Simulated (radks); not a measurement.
Results of a calculation; reference values are marked as such.
The nuclear charge of the calcium ion Ca2+ is varied continuously with 18 electrons held in [Ar]. Level of theory: scalar-relativistic Kohn-Sham, r2SCAN, spin-polarised, spherical densities, finite nucleus; meta-GGA in the generalised Kohn-Sham scheme; Fermi nuclear charge, rms radius 3.4776 fm (a radial shooting solver on a logarithmic mesh with Libxc functionals). By the Hellmann-Feynman theorem dE/dZ = E(electron-nucleus)/Z, the electronic potential at the nucleus (averaged over a nucleus of fixed radius). The scalar-relativistic energy here is not variational (the density holds large components alone), so the two differ by a part that grows with Z.

Z,E (hartree),E(electron-nucleus)/Z (hartree),HOMO,e(HOMO) (eV),<r> HOMO (bohr)
19.5,-640.36525,-77.7096,3p,-34.189,1.334
20,-679.86583,-80.2205,3p,-43.765,1.257
20.5,-720.62370,-82.7317,3p,-54.179,1.189
21,-762.63926,-85.2437,3p,-65.418,1.129

The central difference of E at Z = 20 is -80.258 hartree, to compare with the third column; the second derivative is -5.03 hartree.
